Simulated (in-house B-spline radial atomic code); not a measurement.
Values are calculated unless marked as measured or tabulated.
## Stopping of slow ions oscillates with Z: Cu to Sr at r_s = 3

A nucleus sits in a uniform electron gas with a rigid positive background. The Kohn-Sham equations are solved self-consistently in the spin-unpolarised LDA (PW92), non-relativistic, on B-splines with outgoing waves at the boundary and partial waves to l = 8. The model has no lattice, no bands and no magnetic solution. Atomic units; δ_l are the phase shifts at the Fermi level, counted so that each bound state adds π, and good to about 0.0005.

The density parameter is r_s = 3 bohr, near that of the valence electrons of Ag (1 per atom, density 10.5 g/cm³, mass 107.87 u, which gives r_s = 3.02). The friction coefficient Q = n k_F σ_tr gives dE/dx = Q v for slow ions.

```
ion   δ0/π   δ1/π   δ2/π    δ3/π  σ_tr (bohr²)  Q (a.u.)
 Cu  3.184  2.134  0.983  -0.000         13.87    0.0784
 Zn  3.272  2.231  1.005   0.001         26.61    0.1505
 Ga  3.353  2.347  1.017   0.003         45.59    0.2579
 Ge  3.423  2.469  1.028   0.004         60.48    0.3421
 As  3.489  2.586  1.042   0.006         64.25    0.3634
 Se  3.559  2.692  1.063   0.007         59.86    0.3386
 Br  3.636  2.783  1.093   0.007         54.83    0.3102
 Kr  3.717  2.859  1.134   0.005         55.61    0.3145
 Rb  3.791  2.919  1.190   0.002         68.08    0.3851
 Sr  3.847  2.956  1.263  -0.003         95.85    0.5421
```

**Question.** Where are the largest and smallest frictions, and what do the phase shifts say there?

**Answer.** Largest: Sr, Q = 0.5421; smallest: Cu, Q = 0.0784, a ratio of 6.9. For the largest δ2/π = 1.26; it lies at the edge of the table, which can't show whether it is a peak. For the smallest, which lies at the edge of the table, the differences δ_l − δ_(l+1), measured from the nearest multiple of π, are 0.05π, 0.15π, 0.02π; σ_tr grows with the sines of these.

**Question.** At equal speed, Lindhard and Scharff's formula, with silicon as an example target, scales as Z^(7/6)/(Z^(2/3) + 14^(2/3))^(3/2). How does its rise from the first ion to the last compare?

**Answer.** It rises smoothly by 0.9843/0.8537 = 1.15, while Q changes by 0.542/0.078 = 6.91. The statistical formula averages over shells, so it can't show the oscillation.
